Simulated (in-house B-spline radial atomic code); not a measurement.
Rb. Computed with a B-spline radial atomic code. Model: all-electron spherical atom, spin shells full or empty, radial basis limit, no spin-orbit coupling: exact exchange with a local potential (Slater, KLI or optimised effective potential, whose far tail is KLI's), no correlation.

Empty minority-spin level lies below the highest occupied level: each spin potential is zero at infinity, spin occupations fixed.

The run also made RPA and GW results, which its time includes.

The Slater potential averages the orbital exchange potentials with the orbital densities as weights, KLI adds orbital constants, and the optimised effective potential minimises the exact-exchange energy among local potentials. So their energies lie above Hartree-Fock in the order OEP, KLI, Slater. All fall off as −1/r, unlike LDA and GGA exchange.

Command:
```bash
python run_gw.py task.json out
```
Settings (lengths in bohr, energies in hartree):
```
Z                      37
electrons              37
configuration          [Kr] 5s1
hamiltonian            nr
method                 oep
lmax                   9
spin_polarised         True
box_radius             40
intervals              80
ion_configuration      [Ar] 3d10 4s2 4p6
```

Time taken, with all properties: 9.9 s on 1 thread of Intel(R) Xeon(R) 6975P-C (Granite Rapids), on a shared host.

Given: hamiltonian non-relativistic; mean-field start exchange-only OEP.

Computed: energy above Hartree-Fock 12.08 millihartree; virial ratio -E/T less 1 0.

```tsv
radius (bohr)	r times exchange potential up (hartree bohr)	r times exchange potential down (hartree bohr)
0.00135	-0.040105	-0.040357
0.00173	-0.051335	-0.051659
0.00221	-0.065459	-0.065873
0.00283	-0.083573	-0.084103
0.00362	-0.10639	-0.10707
0.00463	-0.13505	-0.13591
0.00592	-0.17063	-0.17174
0.00758	-0.21448	-0.2159
0.00969	-0.26665	-0.26846
0.0124	-0.32722	-0.32955
0.0159	-0.39424	-0.39722
0.0203	-0.46051	-0.46433
0.026	-0.51796	-0.52285
0.0332	-0.54885	-0.55512
0.0425	-0.53386	-0.54194
0.0543	-0.48843	-0.49883
0.0695	-0.53271	-0.546
0.0889	-0.70011	-0.71699
0.114	-0.85622	-0.8778
0.146	-0.9325	-0.96015
0.186	?	?
0.238	-0.74151	-0.78675
0.305	-0.93165	-0.98937
0.39	-1.2025	-1.2763
0.499	-1.31	-1.4047
0.638	-1.2121	-1.3333
0.816	-0.87252	-1.0274
1.04	-0.75857	-0.95285
1.34	?	?
1.71	-1.0456	-1.3677
2.18	-0.94642	-1.3589
2.79	-0.71795	-1.2728
3.58	-0.65612	-1.1719
4.57	-0.84589	-1.0983
5.85	-0.92993	-1.06
7.49	-0.9753	-1.0346
9.58	-0.99454	-1.0191
```

Question: What belongs in the row 0.186?

Answer: r times exchange potential up (hartree bohr): -0.87984; r times exchange potential down (hartree bohr): -0.91514.

Question: What belongs in the row 1.34?

Answer: r times exchange potential up (hartree bohr): -0.99794; r times exchange potential down (hartree bohr): -1.2512.

| occupied | level (hartree) | Hartree-Fock level (hartree) |
| --- | --- | --- |
| 1s up | -541.92 | -551.46 |
| 1s down | -542.11 | -551.46 |
| 2s up | ? | ? |
| 2s down | -71.656 | -75.049 |
| 2p up | -64.856 | -67.906 |
| 2p down | -65.046 | -67.906 |
| 3s up | -10.717 | -12.134 |
| 3s down | -10.907 | -12.132 |
| 3p up | ? | ? |
| 3p down | -8.5098 | -9.4874 |
| 3d up | -4.01 | -4.7323 |
| 3d down | -4.1995 | -4.732 |
| 4s up | -1.1609 | -1.5255 |
| 4s down | -1.3495 | -1.5214 |
| 4p up | -0.62088 | -0.81069 |
| 4p down | -0.80854 | -0.80917 |
| 5s up | -0.1383 | -0.13811 |

Question: What belongs in the row 2s up?

Answer: level (hartree): -71.467; Hartree-Fock level (hartree): -75.05.

Question: What belongs in the row 3p up?

Answer: level (hartree): -8.3203; Hartree-Fock level (hartree): -9.4878.

| empty | level (hartree) |
| --- | --- |
| 5s down | -0.21684 |
| 4d down | -0.15109 |
| 5p down | -0.12939 |
| 5p up | -0.091292 |
| 6s down | ? |
| 4d up | -0.06101 |
| 6s up | -0.058463 |

Question: What belongs in the row 6s down?

Answer: level (hartree): -0.070893.

The highest level, 5s up, differs from Hartree-Fock by -0.0052 eV and the deepest, 1s down, by +254 eV: a local potential can match the highest level but can't give each shell its own exchange.
